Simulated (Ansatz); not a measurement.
```yaml
crystal:
  periodic: [false, false, false]
  atoms:
    - {symbol: F, position_ang: [-0.220531, -2.543762, 0.730516]}
    - {symbol: Sn, position_ang: [-1.209733, -0.899379, 0.489276]}
    - {symbol: Si, position_ang: [0.687275, 0.920720, 0.129714]}
    - {symbol: Cl, position_ang: [-2.180793, -1.235834, -1.623574]}
    - {symbol: H, position_ang: [1.580186, 0.449747, -0.956349]}
    - {symbol: H, position_ang: [1.410067, 1.059731, 1.416710]}
    - {symbol: H, position_ang: [-0.005172, 2.180877, -0.231994]}
basis:
  gaussian: {orbitals: def2-SVP, point_charges: [{charge: 0.50, position_ang: [6.579, -0.742, -0.923]}]}
magnetization: {spin_polarized: true, initial_magnetization: 1}
hamiltonian: {xc: {name: HF}}
correlation: {method: mp2, frozen_orbitals: {F: 0}}
output: {forces: true}
```

```sh
$ ansatz run in.yaml --threads 4 --pin off --events-out ev --progress --plain --max-ram 10444MiB
```

Shortened log:

```
Functional definition: HF
Error: "frozen_orbitals" has no count for Sn
```

Task: What is wrong with this run?

Result: Frozen orbitals are typed for one element alone, and the program wants a count for each. The input was rejected before any iteration.
